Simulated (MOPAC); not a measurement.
MOPAC input (PM6):

```
PM6 1SCF CHARGE=-1 GEO-OK AUX(PRECISION=9) THREADS=1
H2BF2Si

F     1.36554000 1   -0.93832800 1    0.27872000 1
B     0.44923500 1    0.06271900 1    0.14064800 1
F     1.07280900 1    1.27282200 1    0.22770500 1
Si   -1.44899700 1   -0.20186000 1   -0.43470000 1
H    -1.80048000 1   -1.39861600 1    0.43889300 1
H    -2.10487300 1    0.90062000 1    0.38584600 1
```

Output:

```
 *******************************************************************************
 **                                                                           **
 **                              MOPAC v23.2.5                                **
 **                                                                           **
 *******************************************************************************
 ** MOPAC's Digital Object Identifier: https://doi.org/10.5281/zenodo.6511958 **
 **                                                                           **
 ** Please cite the open-source release paper for use of this MOPAC version:  **
 ** J. E. Moussa and J. J. P. Stewart (2026)                                  **
 ** MOPAC: An open-source semiempirical molecular orbital program             **
 ** J. Open Source Softw., 11(119), 8025, https://doi.org/10.21105/joss.08025 **
 *******************************************************************************

                              PM6 CALCULATION RESULTS

 *******************************************************************************
 *  PM6        - The PM6 Hamiltonian to be used
 *  GEO-OK     - OVERRIDE INTERATOMIC DISTANCE AND OTHER SAFETY CHECKS
 *
 *
 *
 *                 CHARGE ON SYSTEM = -1
 *
 *
 *
 *  1SCF       - DO 1 SCF AND THEN STOP
 *  AUX        - OUTPUT AUXILIARY INFORMATION
 *******************************************************************************
PM6 1SCF CHARGE=-1 GEO-OK AUX(PRECISION=9) THREADS=1
 H2BF2Si

   ATOM   CHEMICAL          X               Y               Z
  NUMBER   SYMBOL      (ANGSTROMS)     (ANGSTROMS)     (ANGSTROMS)

     1       F          1.36554000  *  -0.93832800  *   0.27872000  *
     2       B          0.44923500  *   0.06271900  *   0.14064800  *
     3       F          1.07280900  *   1.27282200  *   0.22770500  *
     4      Si         -1.44899700  *  -0.20186000  *  -0.43470000  *
     5       H         -1.80048000  *  -1.39861600  *   0.43889300  *
     6       H         -2.10487300  *   0.90062000  *   0.38584600  *

          CARTESIAN COORDINATES

    NO.       ATOM           X           Y           Z

     1         F          1.3655     -0.9383      0.2787
     2         B          0.4492      0.0627      0.1406
     3         F          1.0728      1.2728      0.2277
     4        Si         -1.4490     -0.2019     -0.4347
     5         H         -1.8005     -1.3986      0.4389
     6         H         -2.1049      0.9006      0.3858

 General Reference for PM6:
 "Optimization of Parameters for Semiempirical Methods V: Modification of NDDO Approximations
 and Application to 70 Elements", J. J. P. Stewart, J. Mol. Mod., 13, 1173-1213 (2007)
 URL: https://link.springer.com/article/10.1007/s00894-007-0233-4

           Empirical Formula: H2 F2 B Si  =     6 atoms

      MOLECULAR POINT GROUP   :   Cs

      RHF CALCULATION, NO. OF DOUBLY OCCUPIED LEVELS = 12

 -------------------------------------------------------------------------------
 PM6 1SCF CHARGE=-1 GEO-OK AUX(PRECISION=9) THREADS=1
 H2BF2Si

     1SCF WAS SPECIFIED, SO BFGS WAS NOT USED
     SCF FIELD WAS ACHIEVED

                              PM6 CALCULATION
                                                       MOPAC v23.2.5 Linux

          FINAL HEAT OF FORMATION =       -154.73025 KCAL/MOL =    -647.39137 KJ/MOL

          COSMO AREA              =        112.19 SQUARE ANGSTROMS
          COSMO VOLUME            =        100.03 CUBIC ANGSTROMS

          IONIZATION POTENTIAL    =          2.826493 EV
          HOMO LUMO ENERGIES (EV) =         -2.826  3.504
          NO. OF FILLED LEVELS    =         12
          MOLECULAR WEIGHT        =         78.9081         POINT GROUP:  Cs

          MOLECULAR DIMENSIONS (Angstroms)

            Atom       Atom       Distance
            H     6    F     1     3.92899
            H     5    F     3     3.71002
           Si     4    F     1     0.82112

          SCF CALCULATIONS        =          1

   ATOM   CHEMICAL          X               Y               Z
  NUMBER   SYMBOL      (ANGSTROMS)     (ANGSTROMS)     (ANGSTROMS)

     1       F          1.36554000  *  -0.93832800  *   0.27872000  *
     2       B          0.44923500  *   0.06271900  *   0.14064800  *
     3       F          1.07280900  *   1.27282200  *   0.22770500  *
     4      Si         -1.44899700  *  -0.20186000  *  -0.43470000  *
     5       H         -1.80048000  *  -1.39861600  *   0.43889300  *
     6       H         -2.10487300  *   0.90062000  *   0.38584600  *

                             CARTESIAN COORDINATES

   1    F        1.365540000    -0.938328000     0.278720000
   2    B        0.449235000     0.062719000     0.140648000
   3    F        1.072809000     1.272822000     0.227705000
   4   Si       -1.448997000    -0.201860000    -0.434700000
   5    H       -1.800480000    -1.398616000     0.438893000
   6    H       -2.104873000     0.900620000     0.385846000

           Empirical Formula: H2 F2 B Si  =     6 atoms

      MOLECULAR POINT GROUP   :   Cs

                  EIGENVALUES
 -36.13727 -36.02984 -14.90140 -13.71970 -12.34112 -11.96854 -11.58724 -10.90722
 -10.42127  -6.94260  -5.64560  -2.82649   3.50398   4.74208   5.28452   6.12554
   7.17749   7.50407   7.77796   8.02581   8.55544   9.18026   9.56698

              NET ATOMIC CHARGES AND DIPOLE CONTRIBUTIONS

  ATOM NO.   TYPE          CHARGE      No. of ELECS.   s-Pop       p-Pop       d-Pop
    1          F          -0.349265        7.3493     1.95278     5.39648
    2          B           0.405577        2.5944     1.17139     1.42303
    3          F          -0.349264        7.3493     1.95278     5.39648
    4         Si          -0.775944        4.7759     1.63103     2.92811     0.21681
    5          H           0.034448        0.9656     0.96555
    6          H           0.034448        0.9656     0.96555
 DIPOLE           X         Y         Z       TOTAL
 POINT-CHG.     1.937     0.283     1.167     2.279
 HYBRID         1.538     0.236     1.401     2.093
 SUM            3.475     0.519     2.567     4.352

          ATOMIC ORBITAL ELECTRON POPULATIONS

     Atom    s        px        py        pz      x^2-y^2     xz        z^2       yz        xy
    1  F   1.95278   1.77540   1.70535   1.91572
    2  B   1.17139   0.68527   0.50060   0.23717
    3  F   1.95278   1.88483   1.59315   1.91851
    4 Si   1.63103   0.67190   0.83115   1.42506   0.05652   0.02842   0.00717   0.08316   0.04154
    5  H   0.96555
    6  H   0.96555

 **********************
 *                    *
 * JOB ENDED NORMALLY *
 *                    *
 **********************

 == MOPAC DONE ==
```

The dipole moment of an ion depends on the origin.

The geometry given is a B3LYP-D3(BJ)/def2-TZVP minimum.
